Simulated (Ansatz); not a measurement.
System: sum formula Si2H2F3, charge -1, multiplicity 1. It need not be the lowest isomer of its formula. Whether it binds its extra electron was not tested at this geometry. SMILES: F[SiH2][Si-](F)F
Geometry from a B3LYP-D3(BJ)/def2-TZVP (Ansatz, a program for electronic structure) optimisation:
```xyz
7

F     -2.2844     0.8921    -0.5532
Si    -1.3088    -0.2179     0.1943
Si     1.0769    -0.0823    -0.5445
F      1.5270    -1.3932     0.4184
F      1.5259     1.1449     0.5150
H     -1.9753    -1.5268    -0.1665
H     -1.6950    -0.0645     1.6491
```
Charge -1, spin multiplicity 1.

Parts of the frozen-core correlation energy in aug-cc-pV(T+d)Z (Ansatz, hartree). Frozen orbitals: 13; correlated occupied orbitals by spin: 16 and 16; virtual: 265 and 265. Spin-orbit coupling is left out. Non-relativistic.

```json
[
 {"term": "reference (HF)", "value": "-877.68858"},
 {"term": "MP2 opposite-spin", "value": "…"},
 {"term": "MP2 same-spin", "value": "-0.25466"},
 {"term": "CCSD correlation", "value": "…"},
 {"term": "(T)", "value": "…"},
 {"term": "T1 diagnostic", "value": "0.015"},
 {"term": "largest doubles amplitude", "value": "0.020"}
]
```

Problem. Complete the blanks.

Solution. 
- MP2 opposite-spin, value: -0.77391
- CCSD correlation, value: -1.05090
- (T), value: -0.03672
